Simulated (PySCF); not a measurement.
Bi²⁺: excitation energy

Bi²⁺ [Xe] 4f14 5d10 6s2 6p1 (2P) → Bi²⁺ [Xe] 4f14 5d10 6s1 6p1 6d1 (high-spin determinant), as a difference of total energies. All numbers are calculated (PySCF 2.14, the spin-free X2C one-electron Hamiltonian (Gaussian nucleus), in aug-cc-pwCVTZ-DK3). Correlated levels: valence: [Xe] 4f14 5d10 frozen. The calculations carry no spin-orbit coupling.

```csv
method,excitation energy (cm⁻¹)
UHF,159950
MP2 (valence),164440
SCS-MP2 (valence),166730
CCSD (valence),162790
CCSD(T) (valence),161850
```

A first-order spin-orbit estimate (lowest level to lowest level, LS coupling) adds 0.249 eV.

The promoted electron is Rydberg-like, and one or two diffuse shells describe it only roughly, which tends to raise the upper state.

The coupled-cluster amplitudes are large for the upper state (T1 above 0.03 or a double amplitude above 0.15), so a single reference is strained.

The determinant of the upper state mixes LS terms, which raises its energy above the lowest term, most at the Hartree-Fock and MP2 levels.
